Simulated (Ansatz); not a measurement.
System: CH6FSi2, charge 0, multiplicity 2. It need not be the lowest isomer of its formula. SMILES: F[SiH2]C[SiH2]
Structure (B3LYP-D3(BJ)/def2-TZVP (Ansatz, a first-principles code) minimum search):
```xyz
10

F     -1.2960     0.9095    -1.1472
Si    -1.2900     0.0212     0.1951
C      0.2800    -0.9712     0.2645
Si     1.8859     0.0164     0.1632
H     -1.3773     0.9480     1.3440
H     -2.4861    -0.8475     0.1466
H      0.2698    -1.7220    -0.5307
H      0.2801    -1.5194     1.2161
H      3.0692    -0.8584     0.3794
H      1.8861     1.1147     1.1650
```
Charge 0, spin multiplicity 2.

Computed values are from Ansatz. Cores are frozen in the correlated levels unless marked. Open shells are spin-unrestricted. No spin-orbit coupling. Non-relativistic. CBS marks a two-point X^-3 extrapolation of the correlation energy; Hartree-Fock from the larger set.

| Quantity | Result |
|---|---|
| atomisation energy De | 3363.0 kJ/mol at CCSD(T)/CBS(aug-cc-pV(T+d)Z,aug-cc-pV(Q+d)Z) |
| total energy | -719.6150 Eh at CCSD(T)/CBS(aug-cc-pV(T+d)Z,aug-cc-pV(Q+d)Z) |
| dipole moment | 1.86 D at CCSD(T)/aug-cc-pV(D+d)Z |
| T1 diagnostic | 0.013 at CCSD/aug-cc-pV(Q+d)Z |
